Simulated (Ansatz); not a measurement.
Relaxation of BH7N2O (11 atoms, charge 0, multiplicity 1), to a largest force component of 0.03 eV/Å in at most 50 steps.

These are results of RHF/6-31G* in Ansatz, not measurements.

```xyz
11
Properties=species:S:1:pos:R:3:forces:R:3
B 0.017 -0.253 -0.136 0.03 -0.44 0.56
O -0.120 -0.629 1.193 -0.04 -0.07 -0.58
H -1.029 -0.682 1.448 0.00 0.01 0.01
N 1.322 -0.180 -0.644 0.05 0.04 -0.09
H 2.121 -0.408 -0.095 -0.03 0.00 0.00
H 1.525 0.035 -1.593 -0.01 0.00 0.00
H -0.928 -0.069 -0.830 -0.03 -0.02 -0.06
N -0.088 2.258 0.997 0.15 -0.50 0.84
H 0.785 2.401 0.522 -0.07 0.01 0.12
H -0.319 3.108 1.481 0.04 -0.03 -0.04
H 0.066 1.523 1.698 -0.09 1.00 -0.75
```

Q: Where does it end, and by what steps?

A: The run converged. The force dipped under the threshold on the way, but the program's further checks kept it going. After 27 steps the energy has fallen by 0.133 eV; H10 moved furthest, 0.84 Å.

```json
{"step": "0", "energy less start (eV)": "0.0000", "largest force component (eV/Å)": "0.996", "accepted": "yes"}
{"step": "1", "energy less start (eV)": "-0.1022", "largest force component (eV/Å)": "0.509", "accepted": "yes"}
{"step": "2", "energy less start (eV)": "-0.1092", "largest force component (eV/Å)": "0.457", "accepted": "yes"}
{"step": "3", "energy less start (eV)": "-0.1220", "largest force component (eV/Å)": "0.242", "accepted": "yes"}
{"step": "4", "energy less start (eV)": "-0.1159", "largest force component (eV/Å)": "0.390", "accepted": "no"}
{"step": "5", "energy less start (eV)": "-0.1250", "largest force component (eV/Å)": "0.086", "accepted": "yes"}
{"step": "6", "energy less start (eV)": "-0.1263", "largest force component (eV/Å)": "0.054", "accepted": "yes"}
{"step": "7", "energy less start (eV)": "-0.1261", "largest force component (eV/Å)": "0.205", "accepted": "no"}
{"step": "8", "energy less start (eV)": "-0.1269", "largest force component (eV/Å)": "0.035", "accepted": "yes"}
{"step": "9", "energy less start (eV)": "-0.1271", "largest force component (eV/Å)": "0.142", "accepted": "yes"}
{"step": "10", "energy less start (eV)": "-0.1277", "largest force component (eV/Å)": "0.045", "accepted": "yes"}
{"step": "11", "energy less start (eV)": "-0.1278", "largest force component (eV/Å)": "0.061", "accepted": "yes"}
{"step": "12", "energy less start (eV)": "-0.1281", "largest force component (eV/Å)": "0.022", "accepted": "yes"}
{"step": "13", "energy less start (eV)": "-0.1283", "largest force component (eV/Å)": "0.086", "accepted": "yes"}
{"step": "14", "energy less start (eV)": "-0.1284", "largest force component (eV/Å)": "0.041", "accepted": "yes"}
{"step": "15", "energy less start (eV)": "-0.1286", "largest force component (eV/Å)": "0.018", "accepted": "yes"}
{"step": "16", "energy less start (eV)": "-0.1280", "largest force component (eV/Å)": "0.203", "accepted": "no"}
{"step": "17", "energy less start (eV)": "-0.1288", "largest force component (eV/Å)": "0.045", "accepted": "yes"}
{"step": "18", "energy less start (eV)": "-0.1288", "largest force component (eV/Å)": "0.109", "accepted": "yes"}
{"step": "19", "energy less start (eV)": "-0.1291", "largest force component (eV/Å)": "0.039", "accepted": "yes"}
{"step": "20", "energy less start (eV)": "-0.1293", "largest force component (eV/Å)": "0.006", "accepted": "yes"}
{"step": "21", "energy less start (eV)": "-0.1294", "largest force component (eV/Å)": "0.095", "accepted": "yes"}
{"step": "22", "energy less start (eV)": "-0.1300", "largest force component (eV/Å)": "0.127", "accepted": "yes"}
{"step": "23", "energy less start (eV)": "-0.1309", "largest force component (eV/Å)": "0.109", "accepted": "yes"}
{"step": "24", "energy less start (eV)": "-0.1319", "largest force component (eV/Å)": "0.065", "accepted": "yes"}
{"step": "25", "energy less start (eV)": "-0.1312", "largest force component (eV/Å)": "0.312", "accepted": "no"}
{"step": "26", "energy less start (eV)": "-0.1254", "largest force component (eV/Å)": "0.327", "accepted": "no"}
{"step": "27", "energy less start (eV)": "-0.1327", "largest force component (eV/Å)": "0.016", "accepted": "yes"}
```

```xyz
11
Properties=species:S:1:pos:R:3
B 0.053 -0.601 -0.280
O -0.183 -0.599 1.068
H -1.093 -0.739 1.283
N 1.356 -0.377 -0.738
H 2.128 -0.252 -0.121
H 1.598 -0.382 -1.702
H -0.833 -0.783 -1.060
N -0.186 2.776 1.360
H 0.358 2.899 0.526
H 0.234 3.344 2.071
H -0.078 1.818 1.635
```

Time of the run: 37 s on 1 thread of Arm Neoverse V1 (shared host), peak memory 0.13 GiB.
